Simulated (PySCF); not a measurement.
**2p core levels of `CCc1nnccc1[SiH3]`**

C6H10N2Si.
Cartesian coordinates in Å at the PBE0-D3(BJ)/def2-SVP level; atoms count from 1:
```
atom  x, y, z in Å
C1     2.419    0.196   -0.651
C2     1.040    0.448   -1.256
C3    -0.012   -0.417   -0.622
N4    -0.055   -1.670   -1.082
N5    -0.900   -2.544   -0.588
C6    -1.728   -2.182    0.384
C7    -1.748   -0.894    0.922
C8    -0.856    0.044    0.412
Si9   -0.812    1.811    1.069
H10    3.185    0.811   -1.145
H11    2.693   -0.862   -0.772
H12    2.434    0.431    0.424
H13    1.061    0.212   -2.331
H14    0.767    1.512   -1.162
H15   -2.405   -2.963    0.744
H16   -2.450   -0.643    1.722
H17    0.559    2.171    1.538
H18   -1.222    2.779    0.008
H19   -1.770    1.893    2.212
```

Level of theory: PySCF 2.14.0, delta-SCF UKS SCAN, pcX-2 on the ionised atom, pcseg-1 elsewhere, spin-free X2C. Binding energies are ΔSCF values: E(core-ionised, relaxed orbitals) − E(ground state) at a fixed geometry, referred to the vacuum level. 2p3/2 and 2p1/2 are the ΔSCF energy of one spin-free 2p hole plus the eigenvalues of a spin–orbit and ligand-field matrix of the shell. The splitting includes the ligand field, and 2p3/2 is the mean of two sublevels.

When a 2p electron fills a 1s hole, the emitted photon carries the energy difference of the two hole states (Kα1 from 2p3/2, Kα2 from 2p1/2), here at the ground state's geometry.

| atom | Kα1 (eV) | Kα2 (eV) | 2p3/2 binding energy (eV) |
| --- | --- | --- | --- |
| Si9 | 1739.76 | 1739.14 | 107.05 |

Task: What are the 1s and 2p1/2 binding energies?

Result: 1s = Kα1 + 2p3/2, and 2p1/2 = 1s − Kα2:

```
atom   environment  1s (eV)  2p1/2 (eV)
 Si9  SiH3 silicon  1846.81      107.67
```

Task: And the 1s levels of the other atoms?

Result: C8 (substituted aromatic carbon) 290.60 eV; C1 (methyl carbon) 290.66 eV; C2 (benzylic-type carbon) 290.85 eV; C7 (aromatic CH carbon) 291.05 eV; C6 (aromatic CH next to a ring nitrogen) 291.30 eV; C3 (substituted aromatic carbon) 291.45 eV; N4 (pyridine-type nitrogen) 405.11 eV; N5 (pyridine-type nitrogen) 405.27 eV.

Geometry: PBE0-D3(BJ)/def2-SVP, one conformer, isolated molecule.
